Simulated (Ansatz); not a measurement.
A structure relaxed at PBE-D4/def2-SVP in Ansatz, charge 0, doublet:

```xyz
5

Mg   -1.1831   -0.9304    0.2211
Mg    1.1106    0.8302   -0.6260
I    -3.1814   -2.5595    0.2949
I     2.9079    2.1174   -1.9547
I     0.3460    0.5424    2.0647
```

Problem. Give its formula and point group.

Solution. Mg₂I₃. Point group C2v (tolerance 0.1 Å).

Problem. Summarise the bond lengths by kind (pairs closer than 1.2 times the sum of covalent radii, bridged metal pairs left out).

Solution. 4 × I–Mg 2.58 to 2.81 Å.

In the def2 sets I takes a core potential; there is no spin–orbit coupling. The relaxation made no stability test and no search for a lower SCF solution. Another isomer (doublet) lies 0.59 eV lower at PBE0-D4/def2-TZVP; other spin states weren't run for this one.
